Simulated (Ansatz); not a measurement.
Reaction (formal exchange of groups at the Si–Si bond): `O[SiH](Cl)[SiH2]Cl` + `CF` → `O[SiH](Cl)CF` + `[SiH3]Cl`

Calculated with Ansatz (gas phase, PBE0-D4/def2-TZVP geometries, no zero-point term in ΔE). CCSD(T)/CBS adds triple-zeta CCSD(T) − MP2 to the extrapolated MP2 energy (def2 sets, frozen cores). This one scheme is used for every species. Functionals use def2-TZVPP. Each species was taken in one conformer, which may not be the lowest.

`O[SiH](Cl)[SiH2]Cl`:

```xyz
9

O     1.487   -0.108    1.344
Si    0.193    0.718    0.781
Cl    0.759    2.434   -0.208
Si   -0.938   -0.600   -0.794
Cl    0.587   -1.494   -1.874
H     2.028   -0.566    0.695
H    -0.588    1.123    1.970
H    -1.781    0.177   -1.734
H    -1.746   -1.684   -0.179
```

`CF`:

```xyz
5

C     0.040   -0.009   -0.045
F    -0.867    0.193    0.970
H     0.174    0.925   -0.596
H    -0.340   -0.784   -0.715
H     0.993   -0.326    0.385
```

`O[SiH](Cl)CF`:

Cartesian coordinates in Å:
```
O 0.105 -0.403 1.803
Si -0.156 -0.763 0.235
Cl 1.358 -1.922 -0.526
C -0.235 0.818 -0.790
F 0.866 1.611 -0.470
H 0.838 0.181 2.007
H -1.415 -1.530 0.164
H -0.220 0.623 -1.867
H -1.142 1.386 -0.556
```

`[SiH3]Cl`:

Z-matrix (Å, degrees):
```
Si
Cl 1 2.054
H 1 1.481 2 108.5
H 1 1.481 2 108.5 3 -120.0
H 1 1.481 2 108.5 3 120.0
```

```tsv
level	ΔE (kJ/mol)
r2SCAN-D4	9.9
PBE0-D4	17.0
ωB97M-V	1.0
B2PLYP	4.2
PBE	16.2
SCS-MP2/def2-QZVPP	3.0
HF/CBS(def2)	-2.5
MP2/CBS(def2)	6.3
```

What does CCSD(T)/CBS give? (Estimate.)

Computed: +8.1 kJ/mol. The listed levels differ from it by 1.8, 8.9, -7.1, -3.9, 8.1, -5.1, -10.6, -1.8 kJ/mol.

Largest T1 diagnostic among the species: 0.011.

The D4 term adds +5.8 kJ/mol with B3LYP and +3.4 kJ/mol with PBE0; it sums over pairs of atoms, weighted by their polarisabilities, and B3LYP, whose exchange is more repulsive, gets the larger term. In def2-TZVPP, CCSD(T) changes the Hartree–Fock value by +7.6 kJ/mol (the triples alone add +1.7 kJ/mol) and MP2 by +5.8 kJ/mol.

CCSD(T)/CBS has its own doubt, a few kJ/mol and more with outer-core shells, so smaller differences from it don't rank the levels.

B3LYP here is the variant with VWN-RPA as its local correlation; programs differ in this.
